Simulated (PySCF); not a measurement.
Species: C3H6B2Cl2O2.
Structure used (PBE0-D3(BJ)/def2-SVP), in Å, numbered top down from 1:
```xyz
15
C3H6B2Cl2O2 angstrom
Cl     2.2812   -2.1165    1.5326
B      1.8751   -0.4529    1.1570
Cl     3.1185    0.7581    1.1651
C      0.3848   -0.1160    0.7669
C      0.0327   -0.7316   -0.5915
C     -1.3681   -0.3109   -0.9942
O     -1.5314    1.0881   -0.9236
B     -0.7770    1.8259   -0.0696
O      0.1472    1.2795    0.7657
H     -0.2658   -0.5841    1.5330
H      0.7527   -0.3841   -1.3527
H      0.1077   -1.8282   -0.5447
H     -2.1142   -0.7946   -0.3387
H     -1.5886   -0.6248   -2.0267
H     -0.9309    3.0203   -0.0488
```

Level: PBE0/pcSseg-1 and CAM-B3LYP/def2-SVPD in PySCF, non-relativistic, on one gas-phase PBE0-D3(BJ)/def2-SVP geometry that isn't relaxed in the solvent. The solvent is an IEF-PCM continuum (van der Waals radii × 1.2). Specific hydrogen bonds and non-electrostatic terms are outside this model.

Gas phase at PBE0/pcSseg-1: HOMO -8.45 eV, LUMO -1.62 eV, dipole 2.72 D.

Q: What does the continuum do to the energy, the frontier levels and the dipole at PBE0/pcSseg-1 in chloroform?

A: 
```tsv
solvent	ε	E(solvent) − E(gas) (kcal/mol)	polarisation term (kcal/mol)	distortion of the solute (kcal/mol)	HOMO (eV)	LUMO (eV)	dipole (D)
chloroform	4.711	-3.74	-4.19	0.45	-8.35	-1.47	3.38
```

The polarisation term is half the interaction of the solute with the surface charges that it induces; the rest is the cost of distorting the solute's density. The sum is the electrostatic part of solvation alone.

Q: Which radius a makes the point-dipole formula ΔE = −[(ε − 1)/(2ε + 1)]·μ²/a³ give the value in chloroform, with the gas-phase dipole?

A: μ = 1.069 au and |ΔE| = 0.00597 Eh give a = 2.16 Å; the farthest nucleus lies 3.46 Å from the centroid of the nuclei, so such a sphere wouldn't even hold the nuclei. The formula assumes a rigid point dipole at the centre of a sphere.

Q: Give the dipole vector in the frame of the coordinates (D, pointing from negative to positive charge), gas and chloroform.

A: Gas (-0.69, -2.56, -0.57), solvent (-0.88, -3.19, -0.68). Its length changes by +24 % and its direction by less than 1°.

Q: Which IAO charges (PBE0/pcSseg-1) respond most in chloroform (means over atoms taken as equivalent)?

A: 
| atoms | environment | gas (e) | solvent (e) | change |
| --- | --- | --- | --- | --- |
| H10 | methine hydrogen | +0.151 | +0.163 | +0.012 |
| O7 | boron-bound oxygen | -0.399 | -0.408 | -0.009 |
| H12 | methylene hydrogen | +0.155 | +0.164 | +0.009 |
| O9 | boron-bound oxygen | -0.400 | -0.409 | -0.009 |
| B2 | three-coordinate boron | +0.173 | +0.181 | +0.008 |
| H13 | methylene hydrogen | +0.134 | +0.142 | +0.008 |

Q: Which Mayer bond orders change most in chloroform?

A: 
```json
{"bond": "B2–Cl3", "length (Å)": "1.736", "gas": "1.233", "solvent": "1.209", "change": "-0.024"}
{"bond": "C6–O7", "length (Å)": "1.410", "gas": "0.888", "solvent": "0.872", "change": "-0.016"}
{"bond": "O9–C4", "length (Å)": "1.416", "gas": "0.846", "solvent": "0.831", "change": "-0.015"}
{"bond": "O7–B8", "length (Å)": "1.357", "gas": "1.165", "solvent": "1.175", "change": "+0.010"}
{"bond": "B2–C4", "length (Å)": "1.577", "gas": "0.969", "solvent": "0.977", "change": "+0.008"}
{"bond": "B8–O9", "length (Å)": "1.360", "gas": "1.144", "solvent": "1.151", "change": "+0.007"}
{"bond": "Cl1–B2", "length (Å)": "1.753", "gas": "1.148", "solvent": "1.143", "change": "-0.005"}
{"bond": "C5–C6", "length (Å)": "1.517", "gas": "1.053", "solvent": "1.057", "change": "+0.004"}
```

Q: How do the nuclear quadrupole coupling constants eQVzz/h respond in chloroform?

A: 
| nucleus | Q (barn) | gas (MHz) | solvent (MHz) | η gas | η solvent |
| --- | --- | --- | --- | --- | --- |
| 35Cl at Cl1 | -0.0817 | -41.64 | -41.80 | 0.59 | 0.57 |
| 11B at B2 | 0.04059 | 3.60 | 3.63 | 0.70 | 0.71 |
| 35Cl at Cl3 | -0.0817 | -41.65 | -41.20 | 0.75 | 0.71 |
| 17O at O7 | -0.0256 | -9.41 | -9.16 | 0.05 | 0.05 |
| 11B at B8 | 0.04059 | 3.29 | 3.26 | 0.47 | 0.43 |
| 17O at O9 | -0.0256 | -9.64 | -9.46 | 0.06 | 0.06 |

Gas phase at CAM-B3LYP/def2-SVPD: HOMO -9.90 eV, LUMO -0.50 eV, dipole 2.63 D.

Q: What does the continuum do to the energy, the frontier levels and the dipole at CAM-B3LYP/def2-SVPD in chloroform?

A: 
| solvent | ε | E(solvent) − E(gas) (kcal/mol) | polarisation term (kcal/mol) | distortion of the solute (kcal/mol) | HOMO (eV) | LUMO (eV) | dipole (D) |
| --- | --- | --- | --- | --- | --- | --- | --- |
| chloroform | 4.711 | -3.66 | -4.16 | 0.50 | -9.78 | -0.35 | 3.33 |

Q: How does the static polarisability (CAM-B3LYP/def2-SVPD, frozen core, with the continuum's full static response) change?

A: 
```
    medium  isotropic (au)  principal values (au)  ⟨r²⟩ of the electrons (bohr²)
       gas            92.0      72.5, 99.4, 104.0                         1826.6
chloroform           111.9     90.0, 119.8, 125.9                         1827.5
```

The isotropic value in chloroform is 1.22 times the gas-phase one; no cavity-field correction is applied. ⟨r²⟩ is taken about the centre of nuclear charge.
